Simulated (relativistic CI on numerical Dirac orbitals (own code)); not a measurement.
Rh⁷⁺: resonant inelastic scattering at the M2,3 edge

Computed with this model: Dirac-Coulomb-Breit CI, orbitals from a KLI potential per configuration, model QED, valence Slater integrals scaled by 0.9, Kramers-Heisenberg scattering through one core-hole configuration in a parametric crystal field; configurations [Kr] 4d2 → [Ne] 3s2 3p5 3d10 4s2 4p6 4d3; 300 K; core-hole width 1.2 eV; summed over polarisations. Incident energies are the highest absorption maxima for each field (at most a few, so the weaker spin-orbit partner edge can be absent), on the computed scale of the free ion. Intensities are in per cent of the strongest line above 0.02 eV; levels within 1 cm⁻¹ are merged; final levels count from the ground level, the first row holds all elastic scattering, lines under 0.4 are left out and each table stops after 24 rows. The scale of the Slater integrals is a model choice and moves the terms in proportion.

Field parameters in Wybourne normalisation: Oh B⁴₀ = 21Dq, B⁴₄ = √(5/14) B⁴₀. The field is a parameter set, without covalency.

S is read from ⟨S²⟩ = S(S + 1).

Oh, 10Dq = 8500 cm⁻¹:

```csv
Final level (eV),Degeneracy,Irrep,S,513.4 eV
0.000,2,E,0.99,1901.3
0.075,3,T2,0.99,100.0
0.452,3,T1,1.00,8.7
0.670,1,A1,0.99,15.5
1.087,3,T2,0.96,12.6
1.137,1,A2,1.00,6.4
1.367,3,T1,1.00,18.0
1.421,2,E,0.99,14.6
2.188,2,E,0.22,57.0
2.191,3,T2,0.26,39.4
2.364,3,T2,0.97,17.0
2.689,1,A1,0.98,14.9
2.873,3,T1,1.00,33.4
3.142,3,T2,0.87,15.7
3.182,2,E,0.91,8.5
3.558,3,T2,0.23,2.1
3.735,1,A1,0.03,2.6
3.802,3,T1,0.02,1.1
4.489,2,E,0.06,1.4
```

Oh, 10Dq = 19250 cm⁻¹:

| Final level (eV) | Degeneracy | Irrep | S | 511 eV | 513.3 eV | 514.6 eV |
| --- | --- | --- | --- | --- | --- | --- |
| 0.000 | 2 | E | 0.99 | 545.6 | 2058.1 | 1269.9 |
| 0.039 | 3 | T2 | 0.99 | 64.1 | 53.1 | 27.0 |
| 0.390 | 3 | T1 | 1.00 | 53.5 | 43.7 | 48.5 |
| 0.555 | 1 | A1 | 1.00 | 9.2 | 22.3 | 61.0 |
| 1.912 | 3 | T2 | 0.45 | 3.0 | 54.5 | 37.8 |
| 2.127 | 2 | E | 0.07 | 6.4 | 68.9 | 46.0 |
| 2.304 | 1 | A2 | 1.00 | 1.4 | 17.6 | 3.6 |
| 2.497 | 3 | T1 | 1.00 | 2.7 | 54.9 | 39.2 |
| 2.524 | 2 | E | 1.00 | 3.1 | 29.2 | 22.6 |
| 2.525 | 3 | T2 | 0.79 | 9.3 | 100.0 | 42.1 |
| 3.727 | 1 | A1 | 0.85 | 0.9 | 20.9 | 25.7 |
| 3.973 | 3 | T1 | 1.00 | 5.7 | 45.9 | 79.9 |
| 4.118 | 3 | T2 | 0.86 | 3.5 | 16.7 | 88.9 |
| 4.207 | 2 | E | 0.98 | 3.4 | 10.8 | 53.4 |
| 4.243 | 1 | A1 | 0.31 | 0.4 | 4.2 | 37.4 |
| 4.497 | 3 | T2 | 0.56 | 0.4 | 5.0 | 12.0 |
| 4.967 | 3 | T1 | 0.02 | 0.3 | 1.1 | 4.7 |
| 4.992 | 3 | T2 | 0.83 | 0.2 | 2.0 | 5.1 |
| 6.921 | 2 | E | 0.03 | 0.0 | 0.5 | 0.8 |

Oh, 10Dq = 29950 cm⁻¹:

| Final level (eV) | Degeneracy | Irrep | S | 512.2 eV | 514.1 eV | 515.4 eV |
| --- | --- | --- | --- | --- | --- | --- |
| 0.000 | 2 | E | 0.99 | 780.1 | 900.4 | 760.9 |
| 0.024 | 3 | T2 | 0.99 | 56.5 | 19.0 | 7.0 |
| 0.357 | 3 | T1 | 1.00 | 31.0 | 36.6 | 48.3 |
| 0.501 | 1 | A1 | 1.00 | 3.3 | 31.7 | 45.2 |
| 2.012 | 3 | T2 | 0.08 | 39.2 | 32.2 | 26.4 |
| 2.080 | 2 | E | 0.04 | 18.7 | 26.1 | 12.2 |
| 3.554 | 1 | A2 | 1.00 | 2.9 | 27.4 | 10.3 |
| 3.646 | 3 | T2 | 0.98 | 14.8 | 100.0 | 33.7 |
| 3.738 | 3 | T1 | 1.00 | 7.1 | 41.7 | 22.5 |
| 3.753 | 2 | E | 1.00 | 5.0 | 31.8 | 22.1 |
| 4.234 | 1 | A1 | 0.16 | 4.8 | 38.2 | 35.1 |
| 5.150 | 1 | A1 | 0.94 | 0.8 | 4.7 | 18.4 |
| 5.193 | 3 | T1 | 1.00 | 4.3 | 39.4 | 74.8 |
| 5.321 | 3 | T2 | 0.89 | 3.1 | 17.0 | 80.1 |
| 5.401 | 2 | E | 0.99 | 2.4 | 10.0 | 47.7 |
| 5.804 | 3 | T2 | 0.27 | 0.8 | 3.3 | 11.3 |
| 6.217 | 3 | T1 | 0.02 | 0.3 | 1.4 | 5.9 |
| 7.455 | 3 | T2 | 0.99 | 0.1 | 0.9 | 1.8 |

For the first field the strongest loss at the lowest incident energy is the level at 0.08 eV (S = 0.99, against 0.99 in the thermal ground state). Levels of other spin, the first over 8 % at 2.19 eV, appear because spin-orbit coupling of the core hole, and in heavier ions of the valence shell too, mixes spins.
